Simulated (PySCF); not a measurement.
sulfur tetrafluoride (F4S), SMILES S(F)(F)(F)F.

The structure is a stationary point at TPSSh-D3(BJ)/def2-SVP.

Level of theory: TDA-PBE/def2-SVPD run with PySCF.

Vertical excitations. Isolated molecule, no solvent. State labels are in the subgroup C2v.

### Question
Give excitation energies, oscillator strengths and character. (The exact figures need the calculation; the answer reports its results.)

### Answer

| state | symmetry | energy (eV) | λ (nm) | f | main pairs |
|---|---|---|---|---|---|
| S1 | B1 | 5.89 | 210 | 0.032 | HOMO→LUMO 92 % |
| S2 | A2 | 6.56 | 189 | 0.000 | HOMO−2→LUMO 100 % |
| S3 | B2 | 6.64 | 187 | 0.014 | HOMO−1→LUMO 94 % |
| S4 | A1 | 7.04 | 176 | 0.028 | HOMO→LUMO+1 98 % |
| S5 | B1 | 7.34 | 169 | 0.010 | HOMO−4→LUMO 94 % |
| S6 | A1 | 7.35 | 169 | 0.001 | HOMO−3→LUMO 92 % |
| S7 | A2 | 8.11 | 153 | 0.000 | HOMO−1→LUMO+1 97 % |
| S8 | A1 | 8.44 | 147 | 0.013 | HOMO−5→LUMO 97 % |
| S9 | B2 | 8.47 | 146 | 0.001 | HOMO−2→LUMO+1 86 % |
| S10 | A2 | 8.47 | 146 | 0.000 | HOMO−6→LUMO 97 % |
| T1 | B1 | 4.44 | 279 | 0 | HOMO→LUMO 99 % |
| T2 | B2 | 6.12 | 203 | 0 | HOMO−1→LUMO 100 % |
| T3 | A2 | 6.38 | 194 | 0 | HOMO−2→LUMO 100 % |
| T4 | A1 | 6.51 | 190 | 0 | HOMO→LUMO+1 99 % |
Triplets are in the Tamm–Dancoff approximation.
